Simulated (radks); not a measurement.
Exchange energies: the exact (Fock) value of the Kohn-Sham orbitals and density-functional approximations, as 100 (|E| - |E exact|)/|E exact|, negative where the magnitude is too small. Species: Eu [Xe] 4f7 6s2; Dy30+ [Kr]; I2+ [Kr] 4d10 5s2 5p3. Method: non-relativistic Kohn-Sham, exchange-only PBE, spin-polarised, spherical densities, point nucleus; computed with a radial shooting solver on a logarithmic mesh with Libxc functionals. Every spin shell is full or empty, so the densities are truly spherical. Functionals are evaluated on that one density, not self-consistently.

| functional | Eu | Dy30+ | I2+ |
|---|---|---|---|
| exact (hartree) | -230.241 | -208.878 | -173.344 |
| LDA | -4.20 | -4.90 | -4.76 |
| B88 | +0.20 | +0.04 | +0.01 |
| PBEsol | -1.89 | -2.27 | -2.23 |
| revPBE | -0.12 | -0.27 | -0.30 |
| RPBE | -0.08 | -0.22 | -0.25 |
| PW91 | +0.17 | -0.02 | -0.02 |
| WC | -0.59 | -0.87 | -0.85 |
| G96 | +0.55 | +0.39 | +0.34 |
| EV93 | -0.27 | -0.24 | -0.34 |
| TPSS | -0.22 | -0.32 | -0.32 |
| revTPSS | -0.79 | -0.95 | -0.94 |
| MS2 | -0.50 | -0.60 | -0.61 |
| TASK | -1.99 | -2.19 | -2.21 |
| MVS | +0.15 | -0.02 | +0.06 |
